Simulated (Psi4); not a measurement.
HCl, charge +1, doublet, geometry from GFN2-xTB (a state made from the parent by changing its charge; the spin is typed, not shown lowest), atoms displaced at random by about 0.08 Å a coordinate; TPSS/def2-TZVP, gradient run with Psi4 1.11.

Input for Psi4:
```
memory 2 GB

molecule {
1 2
  Cl   -0.19589215   -0.00342466   -0.05533784
  H    -0.11547570    0.00193629    1.20198509
symmetry c1
no_reorient
no_com
}

set basis def2-tzvp
set reference uks

gradient('tpss')
print_variables()
```

Output, abridged:

```
gradient() will perform analytic gradient computation.

   => Loading Basis Set <=

    Name: DEF2-TZVP
    Role: ORBITAL
    Keyword: BASIS

         ---------------------------------------------------------
                                   SCF
               by Justin Turney, Rob Parrish, Andy Simmonett
                          and Daniel G. A. Smith
                              UKS Reference
         ---------------------------------------------------------

  ==> Geometry <==

    Molecular point group: c1
    Full point group: C1

    Geometry (in Angstrom), charge = 1, multiplicity = 2:

       Center              X                  Y                   Z               Mass
    ------------   -----------------  -----------------  -----------------  -----------------
         CL          -0.195892150000    -0.003424660000    -0.055337840000    34.968852682000
         H           -0.115475700000     0.001936290000     1.201985090000     1.007825032230

  Running in c1 symmetry.

  Rotational constants: A =     14.06404  B =      9.79945  C =      5.77534 [cm^-1]
  Rotational constants: A = 421629.45049  B = 293780.07091  C = 173140.45474 [MHz]
  Nuclear repulsion =    7.140240127312144

  Charge       = 1
  Multiplicity = 2
  Electrons    = 17
  Nalpha       = 9
  Nbeta        = 8

  ==> Algorithm <==

  SCF Algorithm Type is DF.
  DIIS enabled.
  MOM disabled.
  Fractional occupation disabled.
  Guess Type is SAD.
  Energy threshold   = 1.00e-08
  Density threshold  = 1.00e-08
  Integral threshold = 1.00e-12

  ==> Primary Basis <==

  Basis Set: DEF2-TZVP
    Blend: DEF2-TZVP
    Number of shells: 17
    Number of basis functions: 43
    Number of Cartesian functions: 48
    Spherical Harmonics?: true
    Max angular momentum: 3

  ==> DFT Potential <==

   => LibXC <=

    Version 7.1.2
    S. Lehtola, C. Steigemann, M. J. T. Oliveira, and M. A. L. Marques,  SoftwareX 7, 1–5 (2018) (10.1016/j.softx.2017.11.002)

   => Composite Functional: TPSS <=

    TPSS Meta-GGA XC Functional

    J. Tao, et al., Phys. Rev. Lett., 91, 146401, 2003

    Deriv               =              1
    GGA                 =           TRUE
    Meta                =           TRUE

    Exchange Hybrid     =          FALSE
    MP2 Hybrid          =          FALSE

   => Exchange Functionals <=

    1.0000   XC_MGGA_X_TPSS

   => Correlation Functionals <=

    1.0000   XC_MGGA_C_TPSS

   => LibXC Density Thresholds  <==

    XC_MGGA_C_TPSS:  1.00E-15
[...]
  @DF-UKS Final Energy:  -460.37145237862796
    Total Energy =                       -460.3714523786279642
[...]
    Number of Cartesian functions: 48
    Spherical Harmonics?: true
    Max angular momentum: 3

  ==> DFJKGrad: Density-Fitted SCF Gradients <==

    Gradient:                    1
    J tasked:                  Yes
    K tasked:                   No
    wK tasked:                  No
    Integrals threads:           1
    Schwarz Cutoff:          1E-12
    Fitting Condition:       1E-10

   => Auxiliary Basis Set <=

  Basis Set: (DEF2-TZVP AUX)
    Blend: DEF2-UNIVERSAL-JKFIT
    Number of shells: 44
    Number of basis functions: 146
    Number of Cartesian functions: 175
    Spherical Harmonics?: true
    Max angular momentum: 4

  ==> DFT Potential <==

   => LibXC <=

    Version 7.1.2
    S. Lehtola, C. Steigemann, M. J. T. Oliveira, and M. A. L. Marques,  SoftwareX 7, 1–5 (2018) (10.1016/j.softx.2017.11.002)

   => Composite Functional: TPSS <=

    TPSS Meta-GGA XC Functional

    J. Tao, et al., Phys. Rev. Lett., 91, 146401, 2003

    Deriv               =              1
    GGA                 =           TRUE
    Meta                =           TRUE

    Exchange Hybrid     =          FALSE
    MP2 Hybrid          =          FALSE

   => Exchange Functionals <=

    1.0000   XC_MGGA_X_TPSS

   => Correlation Functionals <=

    1.0000   XC_MGGA_C_TPSS

   => LibXC Density Thresholds  <==

    XC_MGGA_C_TPSS:  1.00E-15
    XC_MGGA_X_TPSS:  1.00E-15

   => Molecular Quadrature <=

    Radial Scheme          =       TREUTLER
    Pruning Scheme         =           NONE
    Nuclear Scheme         =       TREUTLER

    Blocking Scheme        =         OCTREE
    BS radius alpha        =              1
    Pruning alpha          =              1
    Radial Points          =             75
    Spherical Points       =            302
    Total Points           =          42666
    Total Blocks           =            372
    Max Points             =            250
    Max Functions          =             43
    Weights Tolerance      =       1.00E-15

  -Total Gradient:
     Atom            X                  Y                   Z
    ------   -----------------  -----------------  -----------------
       1        0.002493521271     0.000166230204     0.038986568909
       2       -0.002495175135    -0.000166340458    -0.039012427323

  Variable Map:
  ----------------------------------------------------------------------------
[...]
  Array Variable Map:
  ----------------------------------------------------------------------------
[...]
[...]
```
